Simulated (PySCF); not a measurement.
## Excitation energy of Ti²⁺ by level of theory

Ti²⁺ [Ar] 3d2 (3F) → Ti²⁺ [Ar] 3d1 4s1 (3D), as a difference of total energies. All numbers are calculated (PySCF 2.14, no relativity, point nucleus, in aug-cc-pVTZ). Correlated levels: valence: [Ar] frozen. The calculations carry no spin-orbit coupling.

| method | excitation energy (eV) |
| --- | --- |
| UHF | 4.821 |
| MP2 (valence) | 4.856 |
| SCS-MP2 (valence) | 4.833 |
| CCSD (valence) | 4.862 |

Problem. How much does correlation contribute at MP2 (valence)?

Solution. 4.856 − (4.821) = 0.035 eV, measured against UHF.

With two correlated electrons CCSD is exact in that space.
